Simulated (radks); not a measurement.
Results of a calculation; reference values are marked as such.
Ta2+, configuration [Xe] 4f14 5d2 6p1 (not the ground configuration).

Code: a radial shooting solver on a logarithmic mesh with Libxc functionals. Model: Dirac Kohn-Sham, PBEsol, spin-unpolarised, spherical densities, finite nucleus; open shells fill j = l - 1/2 first; Fermi nuclear charge, rms radius 5.3507 fm.

Energy parts (hartree):
| part | energy |
|---|---|
| total | -15617.8943 |
| kinetic | 17523.2209 |
| electron-nucleus | -38900.8499 |
| Hartree | 6071.7709 |
| exchange-correlation | -312.0362 |

Orbitals (lengths in bohr, moments of r in powers of bohr; <r^-3> diverges for s and p1/2):
| orbital | occ. | eigenvalue (hartree) | <r^-3> | <r^2> | small-component weight |
|---|---|---|---|---|---|
| 1s1/2 | 2 | -2471.336 | - | 0.0004791 | 7.55e-02 |
| 2s1/2 | 2 | -424.9488 | - | 0.007322 | 1.71e-02 |
| 2p1/2 | 2 | -406.2742 | - | 0.005235 | 1.72e-02 |
| 2p3/2 | 4 | -359.6246 | 15570 | 0.006438 | 1.55e-02 |
| 3s1/2 | 2 | -97.88448 | - | 0.04790 | 5.60e-03 |
| 3p1/2 | 2 | -89.56090 | - | 0.04400 | 5.55e-03 |
| 3p3/2 | 4 | -79.51944 | 3500 | 0.05063 | 5.08e-03 |
| 3d3/2 | 4 | -65.42097 | 604.0 | 0.03933 | 4.97e-03 |
| 3d5/2 | 6 | -63.23288 | 516.1 | 0.04116 | 4.84e-03 |
| 4s1/2 | 2 | -20.51151 | - | 0.2380 | 1.84e-03 |
| 4p1/2 | 2 | -17.07772 | - | 0.2459 | 1.75e-03 |
| 4p3/2 | 4 | -14.76254 | 807.0 | 0.2820 | 1.57e-03 |
| 4d3/2 | 4 | -9.11059 | 121.4 | 0.3098 | 1.38e-03 |
| 4d5/2 | 6 | -8.68525 | 101.6 | 0.3236 | 1.33e-03 |
| 5s1/2 | 2 | -3.38806 | - | 1.355 | 4.01e-04 |
| 5p1/2 | 2 | -2.38769 | - | 1.664 | 3.27e-04 |
| 5p3/2 | 4 | -2.06014 | 112.2 | 1.954 | 2.81e-04 |
| 4f5/2 | 6 | -1.66056 | 17.79 | 0.5078 | 9.14e-04 |
| 4f7/2 | 8 | -1.58761 | 16.94 | 0.5262 | 8.92e-04 |
| 5d3/2 | 2 | -0.79135 | 8.349 | 4.122 | 1.36e-04 |
| 5d5/2 | 0 | -0.76296 | 6.830 | 4.362 | 1.29e-04 |
| 6p1/2 | 1 | -0.53996 | - | 12.43 | 4.84e-05 |
| 6p3/2 | 0 | -0.50000 | 14.09 | 14.10 | 4.36e-05 |

The highest occupied level is 6p1/2 at -14.693 eV. The configuration is held as typed, so some empty levels lie below it. The electron density at the nucleus is 1.311e+06 e/bohr^3. The density falls to 0.001 e/bohr^3 at r = 4.30 bohr.
